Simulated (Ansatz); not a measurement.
Computed with Ansatz on PBE0-D4/def2-TZVP structures; ΔE is electronic, products minus reactants. CBS: MP2 limit from def2 TZ/QZ plus the TZ coupled-cluster correction, frozen cores. This one scheme is used for every species. Elements past krypton have def2 core potentials. For Hf outer-core shells are correlated without core-valence functions, which leaves a few kJ/mol of doubt a bond. One conformer a species, not always the lowest.

Consider the ligand exchange at the Hf–O bond: `[OH][Hf]([F])([Cl])[Cl]` + H–F → `[F][Hf]([F])([Cl])[Cl]` + H₂O.

| species | CCSD/CBS(def2) energy (Eh) |
| --- | --- |
| `[OH][Hf]([F])([Cl])[Cl]` | -1143.28854 |
| H–F | -100.38944 |
| `[F][Hf]([F])([Cl])[Cl]` | -1167.31940 |
| H₂O | -76.37179 |

**Question.** Work out ΔE.

**Answer.** ΔE = (-1167.31940) + (-76.37179) − (-1143.28854) − (-100.38944) = -0.01321 Eh = -0.36 eV. CCSD(T)/CBS gives -0.36 eV.

Largest T1 diagnostic among the species: 0.015.

From r2SCAN to r2SCAN0 (25 % exact exchange), in def2-TZVPP and without D4, ΔE moves by +0.05 eV. In def2-TZVPP, CCSD(T) changes the Hartree–Fock value by +0.04 eV (the triples alone add −0.00 eV) and MP2 by +0.07 eV. Leaving LDA and LC-ωPBE aside and taking each functional with its dispersion term where it has one, the values, not all of them listed here, spread over 0.11 eV, from B97M-V to PBE-QIDH. LDA lies +0.09 eV from PBE without D4.
